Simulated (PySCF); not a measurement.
C4H14BNSn.
Atom-mapped SMILES: `[CH3:1][B:2]([CH3:3])[N:4]([CH3:5])[CH2:6][SnH3:7]` (hydrogens: H8, H9, H10 on C1; H11, H12, H13 on C3; H14, H15, H16 on C5; H17, H18 on C6; H19, H20, H21 on Sn7)

Computed, not measured: PBE0-D3(BJ)/def2-SVP geometry optimisation, gas phase, def2 core potentials past Kr (PySCF).

(1) What internal coordinates does the optimisation give?

Answers

(1) 
```csv
bond,length (Å),order
"C1–B2, B2–C3",1.588,single
B2–N4,1.416,single
N4–C5,1.442,single
N4–C6,1.441,single
C6–Sn7,2.196,single
C1–H8 and 5 like bonds,1.103,single
"C5–H14, C5–H15",1.106,single
C5–H16,1.095,single
"C6–H17, C6–H18",1.100,single
"Sn7–H19, Sn7–H20, Sn7–H21",1.718,single
```

Bonds in one row agree within 0.01 Å and their mean is given. Orders are formal, as drawn. A selection of angles:
```csv
angle,degrees
B2–C1–H8,112.3
B2–C1–H9,112.6
H8–C1–H9,107.5
H9–C1–H10,106.1
C1–B2–C3,120.8
C1–B2–N4,119.1
B2–N4–C5,123.9
B2–N4–C6,123.1
C5–N4–C6,112.8
N4–C5–H14,111.4
H14–C5–H15,107.0
N4–C6–Sn7,113.2
N4–C6–H17,110.7
Sn7–C6–H17,107.8
H17–C6–H18,107.3
C6–Sn7–H19,107.8
C6–Sn7–H20,110.2
C6–Sn7–H21,112.2
H19–Sn7–H20,109.4
H20–Sn7–H21,108.0
```

Dihedral angles: C1–B2–N4–C5 -175° (antiperiplanar); B2–N4–C6–Sn7 -99° (anticlinal). The mirror-image conformer, all signs reversed, is as good.

Of the pairs four or more bonds apart, C3···H16 is among the closest relative to their van der Waals radii: 2.50 Å, 86 % of the sum of Bondi's values. B2 (three-coordinate boron) is planar (angles 120.8°, 120.1° and 119.1°, sum 360.0°, 0.00 Å off the plane of its three neighbours). Sn7 (tin bonded to C and 3 H) is tetrahedral (angles from 107.8° to 112.2°). N4 (boron-bound nitrogen) is planar (angles 123.9°, 123.1° and 112.8°, sum 359.8°, 0.03 Å off the plane of its three neighbours).

Point group: C1 (no symmetry element, even within 0.4 Å). Stationary, but not proved a minimum. The numbers are those of one conformer.
